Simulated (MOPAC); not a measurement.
Job for MOPAC: PM6 on GeH6Si (SMILES [SiH3][GeH3]), a point of a bond scan (R = 3.224 Å).

```
PM6 1SCF PRECISE CHARGE=0 THREADS=1
GeH6Si

Si    -1.60407886 1    -0.12828814 1     0.02054821 1
Ge     1.60896364 1     0.12867881 1    -0.02061078 1
H     -2.17715491 1     0.81800631 1     1.00694953 1
H     -1.99904053 1    -1.50734552 1     0.39348646 1
H     -2.15616106 1     0.18290136 1    -1.31931867 1
H      2.03711005 1     1.55639247 1    -0.40653343 1
H      2.22130521 1    -0.84834631 1    -1.04093998 1
H      2.19959464 1    -0.19155903 1     1.36474646 1
```

The log:

```
*******************************************************************************
 **                                                                           **
 **                              MOPAC v23.2.5                                **
 **                                                                           **
 *******************************************************************************
 ** MOPAC's Digital Object Identifier: https://doi.org/10.5281/zenodo.6511958 **
 **                                                                           **
 ** Please cite the open-source release paper for use of this MOPAC version:  **
 ** J. E. Moussa and J. J. P. Stewart (2026)                                  **
 ** MOPAC: An open-source semiempirical molecular orbital program             **
 ** J. Open Source Softw., 11(119), 8025, https://doi.org/10.21105/joss.08025 **
 *******************************************************************************

                              PM6 CALCULATION RESULTS

 *******************************************************************************
 *  PM6        - The PM6 Hamiltonian to be used
 *
 *
 *
 *                 CHARGE ON SYSTEM = 0
 *
 *
 *
 *  PRECISE    - TIGHTER CRITERIA TO BE USED
 *  1SCF       - DO 1 SCF AND THEN STOP
 *  THREADS=1  - MULTI-THREADING NOT USED
 *  T=         - A TIME OF 172800.0 SECONDS REQUESTED
 *  DUMP=N     - RESTART FILE WRITTEN EVERY 7200.0 SECONDS REQUESTED
 *******************************************************************************
PM6 1SCF PRECISE CHARGE=0 THREADS=1
 GeH6Si

   ATOM   CHEMICAL          X               Y               Z
  NUMBER   SYMBOL      (ANGSTROMS)     (ANGSTROMS)     (ANGSTROMS)

     1      Si         -1.60407886  *  -0.12828814  *   0.02054821  *
     2      Ge          1.60896364  *   0.12867881  *  -0.02061078  *
     3       H         -2.17715491  *   0.81800631  *   1.00694953  *
     4       H         -1.99904053  *  -1.50734552  *   0.39348646  *
     5       H         -2.15616106  *   0.18290136  *  -1.31931867  *
     6       H          2.03711005  *   1.55639247  *  -0.40653343  *
     7       H          2.22130521  *  -0.84834631  *  -1.04093998  *
     8       H          2.19959464  *  -0.19155903  *   1.36474646  *



          CARTESIAN COORDINATES

    NO.       ATOM           X           Y           Z

     1        Si         -1.6041     -0.1283      0.0205
     2        Ge          1.6090      0.1287     -0.0206
     3         H         -2.1772      0.8180      1.0069
     4         H         -1.9990     -1.5073      0.3935
     5         H         -2.1562      0.1829     -1.3193
     6         H          2.0371      1.5564     -0.4065
     7         H          2.2213     -0.8483     -1.0409
     8         H          2.1996     -0.1916      1.3647

 General Reference for PM6:
 "Optimization of Parameters for Semiempirical Methods V: Modification of NDDO Approximations
 and Application to 70 Elements", J. J. P. Stewart, J. Mol. Mod., 13, 1173-1213 (2007)
 URL: https://link.springer.com/article/10.1007/s00894-007-0233-4

           Empirical Formula: H6 Si Ge  =     8 atoms



      MOLECULAR POINT GROUP   :   C3v


      RHF CALCULATION, NO. OF DOUBLY OCCUPIED LEVELS = 7


 -------------------------------------------------------------------------------
 PM6 1SCF PRECISE CHARGE=0 THREADS=1
 GeH6Si



     1SCF WAS SPECIFIED, SO BFGS WAS NOT USED
     SCF FIELD WAS ACHIEVED


                              PM6 CALCULATION
                                                       MOPAC v23.2.5 Linux




          FINAL HEAT OF FORMATION =        213.77449 KCAL/MOL =     894.43245 KJ/MOL


          COSMO AREA              =        130.65 SQUARE ANGSTROMS
          COSMO VOLUME            =        122.19 CUBIC ANGSTROMS

          IONIZATION POTENTIAL    =          8.589611 EV
          HOMO LUMO ENERGIES (EV) =         -8.590 -1.542
          NO. OF FILLED LEVELS    =          7
          MOLECULAR WEIGHT        =        106.7229         POINT GROUP:  C3v

          MOLECULAR DIMENSIONS (Angstroms)

            Atom       Atom       Distance
            H     7    H     3     5.13001
            H     4    H     6     4.30837
            H     8    H     5     4.03289


          SCF CALCULATIONS        =          1





   ATOM   CHEMICAL          X               Y               Z
  NUMBER   SYMBOL      (ANGSTROMS)     (ANGSTROMS)     (ANGSTROMS)

     1      Si         -1.60407886  *  -0.12828814  *   0.02054821  *
     2      Ge          1.60896364  *   0.12867881  *  -0.02061078  *
     3       H         -2.17715491  *   0.81800631  *   1.00694953  *
     4       H         -1.99904053  *  -1.50734552  *   0.39348646  *
     5       H         -2.15616106  *   0.18290136  *  -1.31931867  *
     6       H          2.03711005  *   1.55639247  *  -0.40653343  *
     7       H          2.22130521  *  -0.84834631  *  -1.04093998  *
     8       H          2.19959464  *  -0.19155903  *   1.36474646  *

                             CARTESIAN COORDINATES

   1   Si       -1.604078860    -0.128288140     0.020548210
   2   Ge        1.608963640     0.128678810    -0.020610780
   3    H       -2.177154910     0.818006310     1.006949530
   4    H       -1.999040530    -1.507345520     0.393486460
   5    H       -2.156161060     0.182901360    -1.319318670
   6    H        2.037110050     1.556392470    -0.406533430
   7    H        2.221305210    -0.848346310    -1.040939980
   8    H        2.199594640    -0.191559030     1.364746460


           Empirical Formula: H6 Si Ge  =     8 atoms



      MOLECULAR POINT GROUP   :   C3v


                  EIGENVALUES
 -18.92750 -17.72184 -12.25679 -12.25679 -11.53602 -11.53602  -8.58961  -1.54237
   0.40201   0.40201   0.63825   1.13615   1.13615   2.86262   2.86262   3.12074
   3.98438   4.03632   4.03632


              NET ATOMIC CHARGES AND DIPOLE CONTRIBUTIONS

  ATOM NO.   TYPE          CHARGE      No. of ELECS.   s-Pop       p-Pop       d-Pop
    1         Si           0.316729        3.6833     1.28660     2.01586     0.38081
    2         Ge          -0.845269        4.8453     1.29189     3.55338
    3          H           0.011658        0.9883     0.98834
    4          H           0.011658        0.9883     0.98834
    5          H           0.011658        0.9883     0.98834
    6          H           0.164522        0.8355     0.83548
    7          H           0.164522        0.8355     0.83548
    8          H           0.164522        0.8355     0.83548
 DIPOLE           X         Y         Z       TOTAL
 POINT-CHG.    -4.224    -0.338     0.054     4.238
 HYBRID         1.673     0.134    -0.021     1.678
 SUM           -2.551    -0.204     0.033     2.560


          ATOMIC ORBITAL ELECTRON POPULATIONS

     Atom    s        px        py        pz      x^2-y^2     xz        z^2       yz        xy
    1 Si   1.28660   0.53820   0.73821   0.73946   0.06971   0.07084   0.08994   0.10038   0.04994
    2 Ge   1.29189   1.26605   1.14405   1.14328
    3  H   0.98834
    4  H   0.98834
    5  H   0.98834
    6  H   0.83548
    7  H   0.83548
    8  H   0.83548

 **********************
 *                    *
 * JOB ENDED NORMALLY *
 *                    *
 **********************




 == MOPAC DONE ==
```

The run finished.

Cost: around 0.020 core-seconds (rough).
